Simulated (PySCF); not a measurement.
# Radial density of Se⁺ (selenium, charge +1)

UHF, [Ar] 3d10 4s2 4p3, high-spin 4S determinant. Calculation: PySCF 2.14, in x2c-TZVPall (6s5p4d1f, 48 functions); scalar relativity by spin-free X2C-1e.

| r (bohr) | 4πr²ρ (e/bohr) | 4πr²(ρα − ρβ) |
| --- | --- | --- |
| 0.000664 | 0.2574 | 0.0000 |
| 0.00112 | 0.6343 | 0.0000 |
| 0.00188 | 1.557 | 0.0000 |
| 0.00316 | 3.718 | -0.0001 |
| 0.00532 | 8.383 | -0.0001 |
| 0.00894 | 17.24 | -0.0001 |
| 0.0150 | 30.36 | 0.0011 |
| 0.0253 | 41.21 | 0.0076 |
| 0.0426 | 39.06 | 0.0338 |
| 0.0716 | 34.62 | 0.0928 |
| 0.120 | 48.10 | 0.1032 |
| 0.203 | 38.13 | -0.0238 |
| 0.341 | 27.53 | 0.1731 |
| 0.573 | 29.96 | 0.1115 |
| 0.964 | 8.634 | 0.3126 |
| 1.62 | 3.525 | 1.7140 |
| 2.73 | 1.193 | 0.8571 |
| 4.59 | 0.05727 | 0.0489 |
| 7.71 | 0.0001292 | 0.0001 |

Densities and radii are taken from the X2C orbitals without a picture-change correction, which distorts them close to the nucleus.

(1) Where is the radial spin density 4πr²(ρα − ρβ) most negative, and why is it negative at all?

Results:

(1) Around r = 0.203 bohr, down to -0.0238 e/bohr: exchange with the open shell polarises the paired shells in an unrestricted calculation.
